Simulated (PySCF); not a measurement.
Mo(F)2(OH)4 (F₂H₄MoO₄), SMILES [OH][Mo]([OH])([OH])([F])([OH])[F], multiplicity 1. Atoms are numbered in the order given.

```xyz
11

Mo     0.0000     0.0000     0.0708
F      0.3293    -1.2391    -1.3109
F     -0.3293     1.2391    -1.3109
O      1.7392     0.7657    -0.0917
H      1.8479     1.3851    -0.8314
O     -1.7392    -0.7657    -0.0917
H     -1.8479    -1.3851    -0.8314
O      0.8346    -1.0916     1.3136
H      1.7879    -1.2599     1.3670
O     -0.8346     1.0916     1.3136
H     -1.7879     1.2599     1.3670
```

Geometry: r2SCAN-D4/def2-SVP. The multiplicity is an assumed one; other spin states were not compared. The def2 effective core potentials stand for the cores of Mo; spin–orbit coupling is left out. One conformer was computed; it need not be the lowest.

Calculation: TDA-PBE/def2-SVPD (PySCF).

Vertical excitations.  State labels are in the subgroup C2.

Computed UV-visible absorptions:
```json
[
 {"state": "S1", "symmetry": "B", "energy (eV)": "3.58", "λ (nm)": "346", "f": "0.000", "main pairs": "HOMO→LUMO+2 58 %, HOMO→LUMO 40 %"},
 {"state": "S2", "symmetry": "B", "energy (eV)": "3.63", "λ (nm)": "341", "f": "0.001", "main pairs": "HOMO→LUMO 37 %, HOMO→LUMO+2 30 %, HOMO−1→LUMO+1 26 %"},
 {"state": "S3", "symmetry": "A", "energy (eV)": "3.69", "λ (nm)": "336", "f": "0.000", "main pairs": "HOMO−1→LUMO 50 %, HOMO→LUMO+1 43 %"},
 {"state": "S4", "symmetry": "A", "energy (eV)": "3.74", "λ (nm)": "332", "f": "0.002", "main pairs": "HOMO−1→LUMO+2 74 %, HOMO→LUMO+1 23 %"},
 {"state": "S5", "symmetry": "A", "energy (eV)": "3.81", "λ (nm)": "325", "f": "0.000", "main pairs": "HOMO−2→LUMO+1 77 %"},
 {"state": "S6", "symmetry": "B", "energy (eV)": "3.81", "λ (nm)": "325", "f": "0.002", "main pairs": "HOMO−1→LUMO+1 47 %, HOMO−2→LUMO 22 %, HOMO→LUMO 17 %, HOMO→LUMO+2 11 %"},
 {"state": "T1", "symmetry": "A", "energy (eV)": "3.27", "λ (nm)": "379", "f": "0", "main pairs": "HOMO→LUMO+1 52 %, HOMO−1→LUMO 31 %, HOMO−2→LUMO+1 10 %"},
 {"state": "T2", "symmetry": "B", "energy (eV)": "3.33", "λ (nm)": "373", "f": "0", "main pairs": "HOMO→LUMO 45 %, HOMO−1→LUMO+1 35 %, HOMO−2→LUMO 12 %"}
]
```
Triplets are in the Tamm–Dancoff approximation.
